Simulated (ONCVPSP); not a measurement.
**Pseudopotential generation for ruthenium: ONCV, PBE, fully relativistic.**

```json
{"Element": "ruthenium", "Generator": "ONCVPSP 4.0.1", "Type": "optimised norm-conserving Vanderbilt (ONCV)", "Functional": "PBE", "Relativity": "fully relativistic", "Frozen core": "[Ar] 3d10", "Valence charge": "16", "Reference configuration": "4s2 4p6 4d7 (charge +1)", "Partial waves": "4s: rc 1.05 bohr, ncon 3, nbas 6, qcut 5.3 1/bohr, 2 projectors, debl 3 Ha; 4p: rc 1.35 bohr, ncon 4, nbas 8, qcut 11.9 1/bohr, 1 projector; 4d: rc 1.50 bohr, ncon 3, nbas 6, qcut 6.9 1/bohr, 2 projectors, debl 3 Ha", "Local potential": "polynomial inside 0.90 bohr (lpopt 3, dvloc0 1 Ha)", "Core correction": "none"}
```

Open shells are filled in proportion to 2j + 1.

In the s channel the program set the typed energies aside and used -3.077, 0.250 Ha.

All-electron outer shells of the reference configuration (PBE, scalar-relativistic, ld1.x):

```
shell  level (eV)  outermost node (bohr)  outermost maximum (bohr)
   4s      -83.77                   0.48                      0.92
   4p      -53.85                   0.49                      0.98
   4d      -12.54                   0.48                      1.21
```

Calculated quality:

```
Ghost test               : no bound ghost flagged; GHOST(+) flagged for s at 272.1 eV
Largest excitation error : +4.4 meV (all-electron minus pseudo) for 4s2 4p6 4d5, out of 4 test configurations
```

Generation and tests took about 4.9 s on one core of a shared server CPU.
